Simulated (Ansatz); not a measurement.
One change: `C[SiH2][N]([GeH3])c1ccccc1` becomes `CNc1ccccc1`.

Ansatz, PBE0-D4/def2-TZVP geometries, multiplicity 1. Each molecule was computed in one conformer, which needn't be the lowest.

Scalar relativity is left out up to krypton.

```json
{"property": "LUMO energy (ωB97M-V/def2-TZVPP) / eV", "`C[SiH2][N]([GeH3])c1ccccc1`": "1.68"}
{"property": "HOMO energy (ωB97M-V/def2-TZVPP) / eV", "`C[SiH2][N]([GeH3])c1ccccc1`": "-8.18"}
{"property": "LUMO energy (PBE0/def2-TZVPP) / eV", "`C[SiH2][N]([GeH3])c1ccccc1`": "-0.28"}
{"property": "HOMO–LUMO gap (PBE0/def2-TZVPP) / eV", "`C[SiH2][N]([GeH3])c1ccccc1`": "5.86"}
{"property": "size of the dipole moment (PBE/def2-TZVPP) / D", "`C[SiH2][N]([GeH3])c1ccccc1`": "0.58"}
{"property": "HOMO energy (B3LYP/def2-TZVPP) / eV", "`C[SiH2][N]([GeH3])c1ccccc1`": "-5.93"}
```

Task: What does the change do to each property? (Best estimate.)

Result: Ansatz gave: 
```
                                      property  `CNc1ccccc1`  shift
         LUMO energy (ωB97M-V/def2-TZVPP) / eV          1.98   0.30
         HOMO energy (ωB97M-V/def2-TZVPP) / eV         -7.74   0.44
            LUMO energy (PBE0/def2-TZVPP) / eV          0.01   0.29
          HOMO–LUMO gap (PBE0/def2-TZVPP) / eV          5.70  -0.16
size of the dipole moment (PBE/def2-TZVPP) / D          1.98   1.40
           HOMO energy (B3LYP/def2-TZVPP) / eV         -5.50   0.43
```

With PBE0 the HOMO rises by 0.45 eV and the LUMO rises by 0.29 eV, so the gap narrows by about 0.16 eV. PBE moves the HOMO by 0.45 eV and ωB97M-V by 0.44 eV. Dipoles are sizes alone; their direction can turn.

B3LYP here is the variant with VWN-RPA as its local correlation; programs differ in this.
